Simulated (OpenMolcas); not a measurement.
Computed levels of 2s² 2p² in ions with 6 electrons, in cm-1 above ³P₀.

- Program: OpenMolcas 26.06
- Method: CASSCF
- Basis: ANO-RCC-VTZP
- Scalar Hamiltonian: DKH2, point nucleus
- Spin-orbit coupling: RASSI with atomic mean-field integrals over the reference wave functions, term energies averaged over their components

Active space for each ion: 4 electrons in 4 orbitals (2s 2p).

| Level | N+ | F3+ | Ne4+ |
| --- | --- | --- | --- |
| ³P₁ | 44.1 | 216 | 388 |
| ³P₂ | 131 | 630 | 1117 |
| ¹D₂ | 17574 | 27321 | 32355 |
| ¹S₀ | 30885 | 50484 | 60384 |

Task: Estimate ³P₂, ¹D₂, ¹S₀ for O2+ from its neighbours N+ and F3+.

Result: ³P₂ is fine structure, which grows about as the fourth power of a screened charge, so the fourth roots are averaged: ((131^0.25 + 630^0.25) / 2)^4 = 310. The calculation gives 312, so the estimate is off by -0.6 %.
¹D₂ is another term, which grows about linearly with the charge: (17574 + 27321) / 2 = 22448. The calculation gives 22386, so the estimate is off by +0.3 %; the measured value is 20273 (Moore, Selected Tables of Atomic Spectra, NSRDS-NBS 3, section 11).
¹S₀ is another term, which grows about linearly with the charge: (30885 + 50484) / 2 = 40684. The calculation gives 40532, so the estimate is off by +0.4 %; the measured value is 43186 (Moore, Selected Tables of Atomic Spectra, NSRDS-NBS 3, section 11).

Terms from blocks run as CI alone lack orbitals of their own. Without dynamic correlation excited terms often stand tens of per cent too high (terms of higher spin than the ground term too low), and those without a measured partner can miss by more than the paired ones (holds for N+). Computed and measured levels are paired by configuration, term and J; levels that our copy of the source lacks, or whose pairing is in doubt (as where it misses far off the trend of its configuration), stay unpaired and out of the deviations. Only configurations of the active space appear.
